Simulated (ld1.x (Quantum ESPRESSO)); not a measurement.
## Which change was made? (S, RRKJ)

```json
{
  "Element": "sulfur (S)",
  "Generator": "ld1.x (Quantum ESPRESSO) 7.5",
  "Type": "norm-conserving RRKJ (Kleinman–Bylander form)",
  "Functional": "BLYP",
  "Relativity": "fully relativistic",
  "Frozen core": "[He]",
  "Valence charge": "14",
  "Reference configuration": "2s2 2p6 3s2 3p2.5 (charge +1.5)",
  "Partial waves": "2s (bound): rc 0.70 bohr; 2p (bound): rc 0.40 bohr",
  "Local potential": "the p channel",
  "Core correction": "none"
}
```

Open shells are filled in proportion to 2j + 1 (rel_dist='average').

Occupied shells without a wave of their own: 3p, 3s. They enter only through the test configuration that unscreens the potential.

Cutoffs, loose and tight: the cutoffs (Ry, on a coarse ladder) from which the occupation-weighted sum of valence levels, in a spherical-Bessel basis at the reference potential, stays within 10 and 1 mRy of its value at 400 Ry. They do not see the model core or the augmentation charge, which bear on the density cutoff. Test errors are all-electron minus pseudo excitation energies from the reference, over the configurations 2s2 2p6 3s2 3p4; 2s2 2p6 3s2 3p3; 2s2 2p6 3s2 3p2; 2s2 2p6 3s0 3p6; 2s1 2p6 3s2 3p4; 2s2 2p6 3s1 3p5; 2s2 2p6 3s1 3p4; variants that change the core or the reference have their own tests.

The base gives: outcome: generated, misses its reference levels by 0.84 eV; bound ghosts: not determined; largest test error (meV): -778.

Q: After one change the result is: outcome: generated, misses its reference levels by 0.84 eV; bound ghosts: not determined; largest test error (meV): -1376. Which change was it?
A. all radii scaled by about 0.76 (s 0.54, p 0.30 bohr)
B. all radii scaled by about 0.85 (s 0.60, p 0.34 bohr)
C. all radii scaled by about 1.22 (s 0.86, p 0.48 bohr)
D. all radii scaled by about 1.11 (s 0.78, p 0.44 bohr)

A: C. The others give: all radii scaled by about 0.76 (s 0.54, p 0.30 bohr) → outcome: generated, misses its reference levels by 0.85 eV; bound ghosts: not determined; largest test error (meV): -270 | all radii scaled by about 0.85 (s 0.60, p 0.34 bohr) → outcome: generated, misses its reference levels by 0.84 eV; bound ghosts: not determined; largest test error (meV): -386 | all radii scaled by about 1.11 (s 0.78, p 0.44 bohr) → outcome: generated, misses its reference levels by 0.84 eV; bound ghosts: not determined; largest test error (meV): -1089.
